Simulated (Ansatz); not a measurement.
A nudged elastic band was laid between two geometries of BH4ISi (7 atoms, charge 0, multiplicity 1).

Theory: RHF/def2-SVP in Ansatz 0.2.0.

| Property | Result |
| --- | --- |
| movable images | 5 |
| climbing image | yes |
| spring | 5.0 eV/Å² |
| optimiser | quadratic models (default) |
| start path | IDPP |
| force threshold | 0.5 eV/Å |
| iteration limit | 60 |
| end points | relaxed |

Image 0:

```xyz
7
Properties=species:S:1:pos:R:3
B -1.088 0.047 -0.678
Si 0.660 0.172 0.360
I 1.340 -2.016 1.322
H -1.703 -0.971 -0.794
H -1.517 1.041 -1.194
H 0.537 1.113 1.496
H 1.770 0.613 -0.513
```

Image 6:

```xyz
7
Properties=species:S:1:pos:R:3
B -1.094 0.012 -0.609
Si 0.633 0.314 0.410
I 1.534 -2.012 0.493
H -2.100 -0.275 -0.026
H -1.106 0.045 -1.806
H 0.487 0.770 1.808
H 1.646 1.146 -0.271
```

(1) Which bonds break or form, and what moves?

(2) Give the energies along the band, and the barrier.

(3) What is the geometry of the highest image?

Answers

(1) No bond is made or broken. The dihedral H5–B1–Si2–H6 goes from 61 to 157°.

(2) The forces met the threshold. The highest image is number 2 of 0 to 6, 0.009 eV above the first end and 0.051 eV above the last; the last end lies 0.042 eV below the first. The threshold of 0.5 eV/Å is loose, so the images may lie well off the minimum-energy path. The order of the stationary point at the top wasn't checked.

```
image  path coordinate (Å)  energy (eV)  dihedral H5–B1–Si2–H6 (°)
    0                 0.00        0.000                         61
    1                 0.35        0.005                         76
    2                 0.71        0.009                         92
    3                 1.06        0.000                        107
    4                 1.42       -0.016                        123
    5                 1.77       -0.033                        140
    6                 2.12       -0.042                        157
```

(3) 
```xyz
7
Properties=species:S:1:pos:R:3:forces:R:3
B -1.104 0.068 -0.652 -0.09 -0.24 -0.15
Si 0.642 0.176 0.372 0.27 0.01 0.02
I 1.531 -2.072 1.033 -0.17 0.22 -0.08
H -1.878 -0.821 -0.439 -0.06 0.09 -0.01
H -1.367 0.885 -1.496 0.01 -0.04 0.14
H 0.461 0.962 1.611 -0.01 -0.03 0.07
H 1.715 0.802 -0.429 0.05 -0.01 0.01
```

The run took 13 s on 1 thread of AMD EPYC 9R45 96-Core Processor (Zen 5) (shared host), peak memory 0.25 GiB.
